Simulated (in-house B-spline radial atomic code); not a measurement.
Configurations of Nd⁺, with energies counted from [Xe] (4f5/2)4 6s1. All numbers are computed (Dirac-Hartree-Fock, average of each configuration as written; Fermi nucleus of rms radius 4.9123 fm) with an all-electron radial atomic-structure program (B-spline basis), not measured. Energies include first-order Breit, QED and recoil terms.

Occupations are held fixed; configurations that lie above the ionisation limit could autoionise.

```json
{"configuration": "[Xe] (4f7/2)4 (7p3/2)1", "E - E(ref) (eV)": "8.112", "highest orbital": "7p3/2", "its <r> (bohr)": "10.4"}
{"configuration": "[Xe] (4f5/2)1 (4f7/2)3 (9p3/2)1", "E - E(ref) (eV)": "10.802", "highest orbital": "9p3/2", "its <r> (bohr)": "24.86"}
{"configuration": "[Kr] 4d10 (4f5/2)2 (4f7/2)2 5s2 (5p1/2)1 (5p3/2)4 (5d3/2)1 6s1", "E - E(ref) (eV)": "25.756", "highest orbital": "6s1/2", "its <r> (bohr)": "4.101"}
{"configuration": "[Kr] (4d3/2)4 (4d5/2)5 (4f7/2)4 5s2 5p6 6s1 (6p1/2)1", "E - E(ref) (eV)": "126.14", "highest orbital": "6p1/2", "its <r> (bohr)": "4.65"}
{"configuration": "[Kr] (4d3/2)3 (4d5/2)6 (4f5/2)3 (4f7/2)1 5s2 5p6 6s1 (9p3/2)1", "E - E(ref) (eV)": "136.68", "highest orbital": "9p3/2", "its <r> (bohr)": "23.99"}
```

Task: Order these further configurations by energy, lowest first.
A. [Kr] (4d3/2)4 (4d5/2)5 (4f5/2)3 (4f7/2)1 5s2 5p6 6s1 (8p3/2)1
B. [Kr] (4d3/2)4 (4d5/2)5 (4f5/2)4 5s2 5p6 6s1 (10g7/2)1
C. [Xe] (4f5/2)2 (4f7/2)1 6s1 (10g7/2)1
D. [Kr] 4d10 (4f5/2)1 (4f7/2)3 5s2 (5p1/2)1 (5p3/2)4 6s1 (9g7/2)1
E. [Xe] (4f7/2)4 6s1

Result: E (1.9458 eV), C (12.615 eV), D (35.957 eV), B (127.7 eV), A (128.5 eV).

Task: How far above the reference does [Xe] (4f5/2)1 (4f7/2)3 6s1 lie?

Result: 2.4345 eV; its least bound orbital is 6s1/2 with <r> = 4.252 bohr.
